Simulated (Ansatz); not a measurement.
Program: Ansatz. Geometries: PBE0-D4/def2-TZVP. ΔE: electronic, gas phase. CCSD(T)/CBS adds triple-zeta CCSD(T) − MP2 to the extrapolated MP2 energy (def2 sets, frozen cores). Functionals use def2-TZVPP. For Se outer-core shells are correlated without core-valence functions, which leaves a few kJ/mol of doubt a bond. Scalar relativity is left out up to krypton. Each species was taken in one conformer, which may not be the lowest.

Reaction (ligand exchange at the Si–N bond): `BN([SiH3])[SiH2]F` + `B[SeH]` → `B[Se][SiH2]F` + `BN[SiH3]`

```json
{"level": "r2SCAN-D4", "ΔE (kJ/mol)": "-1.9", "difference from CCSD(T)/CBS": "-3.2"}
{"level": "ωB97X-V", "ΔE (kJ/mol)": "1.4", "difference from CCSD(T)/CBS": "0.1"}
{"level": "ωB97M-V", "ΔE (kJ/mol)": "2.0", "difference from CCSD(T)/CBS": "0.7"}
{"level": "r2SCAN", "ΔE (kJ/mol)": "-2.8", "difference from CCSD(T)/CBS": "-4.1"}
{"level": "HF/def2-TZVPP", "ΔE (kJ/mol)": "4.8", "difference from CCSD(T)/CBS": "3.5"}
{"level": "CCSD/def2-TZVPP", "ΔE (kJ/mol)": "6.0", "difference from CCSD(T)/CBS": "4.7"}
{"level": "CCSD(T)/def2-TZVPP", "ΔE (kJ/mol)": "5.5", "difference from CCSD(T)/CBS": "4.2"}
{"level": "MP2/def2-QZVPP", "ΔE (kJ/mol)": "0.6", "difference from CCSD(T)/CBS": "-0.7"}
{"level": "SCS-MP2/def2-QZVPP", "ΔE (kJ/mol)": "3.0", "difference from CCSD(T)/CBS": "1.7"}
{"level": "HF/CBS(def2)", "ΔE (kJ/mol)": "6.2", "difference from CCSD(T)/CBS": "4.9"}
{"level": "CCSD(T)/CBS", "ΔE (kJ/mol)": "1.3", "difference from CCSD(T)/CBS": "0"}
```

Largest T1 diagnostic among the species: 0.013.

From PBE to PBE0 (25 % exact exchange), in def2-TZVPP and without D4, ΔE moves by +3.1 kJ/mol. The D4 term adds +4.1 kJ/mol with B3LYP and +2.4 kJ/mol with PBE0; it sums over pairs of atoms, weighted by their polarisabilities, and B3LYP, whose exchange is more repulsive, gets the larger term.

B3LYP here is the variant with VWN-RPA as its local correlation; programs differ in this.
